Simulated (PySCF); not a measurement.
A GIAO shielding run with PySCF 2.14.0 with density-fitted response routines (density fitting, non-relativistic, gas phase) on SMILES O[Si@@H]1NCCN[SiH2]N1, C2H11N3OSi2:

```
$ OMP_NUM_THREADS=1 python probes_run.py task.json out

{"job": {"kind": "nmr", "xc": "PBE0", "basis": "pcSseg-1"}, "charge": 0, "multiplicity": 1}
O      0.705792     3.014367    -0.318723
Si     0.371909     1.593739     0.407328
N      1.455150     0.512900    -0.357477
C      1.573893    -0.872413     0.010329
C      0.417196    -1.773079    -0.468506
N     -0.797791    -1.628907     0.292797
Si    -1.959240    -0.398878    -0.000180
N     -1.308087     1.195319     0.207461
H      0.171593     3.773187    -0.111241
H      0.709386     1.627309     1.831842
H      1.618777     0.662504    -1.341155
H      2.514656    -1.265967    -0.391362
H      1.621859    -0.923197     1.101467
H      0.189105    -1.537562    -1.509951
H      0.745356    -2.819568    -0.416431
H     -0.660150    -1.910438     1.251171
H     -3.023157    -0.623891     0.979580
H     -2.386156    -0.569689    -1.393894
H     -1.969895     1.953512     0.219483
```

Hardware: 1 thread of an Arm Neoverse N1, shared host. The job also computes population analyses, field gradients, ring-centre shieldings.

**Question.** How large is the calculation?

**Answer.** 80 electrons, 205 basis functions and 1099 auxiliary functions.

**Question.** How long does it take, and how much memory does it need?

**Answer.** 68 s of wall time, with 13 SCF cycles and 4 response iterations; peak memory 0.91 GiB. Times on a shared host scatter by some tens of per cent.
